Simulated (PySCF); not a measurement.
S²⁺ (sulfur, charge +2) across methods

[Ne] 3s1 3p2 3d1, one real determinant (an excited configuration). All numbers are calculated (PySCF 2.14, the non-relativistic Hamiltonian (point nucleus), in aug-cc-pwCVTZ).

```json
{"method": "M06-2X", "E (hartree)": "-396.0072", "mean ε 3s α (eV)": "-46.952", "mean ε 3p α (eV)": "-34.474", "mean ε 3d α (eV)": "-17.763", "Σ⟨r²⟩ (bohr²)": "17.43", "⟨S²⟩": "6.000"}
{"method": "PBE0", "E (hartree)": "-395.9072", "mean ε 3s α (eV)": "-45.312", "mean ε 3p α (eV)": "-33.089", "mean ε 3d α (eV)": "-17.187", "Σ⟨r²⟩ (bohr²)": "17.28", "⟨S²⟩": "6.000"}
{"method": "PBE", "E (hartree)": "-395.8806", "mean ε 3s α (eV)": "-42.894", "mean ε 3p α (eV)": "-31.308", "mean ε 3d α (eV)": "-16.271", "Σ⟨r²⟩ (bohr²)": "17.25", "⟨S²⟩": "6.000"}
{"method": "B3LYP", "E (hartree)": "-396.0504", "mean ε 3s α (eV)": "-44.603", "mean ε 3p α (eV)": "-32.529", "mean ε 3d α (eV)": "-16.888", "Σ⟨r²⟩ (bohr²)": "17.29", "⟨S²⟩": "6.000"}
{"method": "MN15", "E (hartree)": "-395.9671", "mean ε 3s α (eV)": "-45.102", "mean ε 3p α (eV)": "-33.621", "mean ε 3d α (eV)": "-17.367", "Σ⟨r²⟩ (bohr²)": "17.14", "⟨S²⟩": "6.000"}
{"method": "UHF", "E (hartree)": "-395.52612", "mean ε 3s α (eV)": "-52.020", "mean ε 3p α (eV)": "-37.912", "mean ε 3d α (eV)": "-19.400", "Σ⟨r²⟩ (bohr²)": "17.65", "⟨S²⟩": "6.000"}
{"method": "LDA", "E (hartree)": "-394.6599", "mean ε 3s α (eV)": "-42.775", "mean ε 3p α (eV)": "-31.265", "mean ε 3d α (eV)": "-16.142", "Σ⟨r²⟩ (bohr²)": "17.27", "⟨S²⟩": "6.000"}
{"method": "BHandHLYP", "E (hartree)": "-396.0362", "mean ε 3s α (eV)": "-47.323", "mean ε 3p α (eV)": "-34.471", "mean ε 3d α (eV)": "-17.774", "Σ⟨r²⟩ (bohr²)": "17.38", "⟨S²⟩": "6.000"}
```

(1) Estimate the same row for r2SCAN.

⟨L²⟩ = 8.00 against 12 for a pure F term, so this real determinant mixes terms. The outer electron is Rydberg-like, and this basis confines it to a smaller radius and binds it less than a complete one would.

Answers

(1) E (hartree) = -396.0307; mean ε 3s α (eV) = -43.849; mean ε 3p α (eV) = -31.816; mean ε 3d α (eV) = -16.292; Σ⟨r²⟩ (bohr²) = 17.23; ⟨S²⟩ = 6.000.
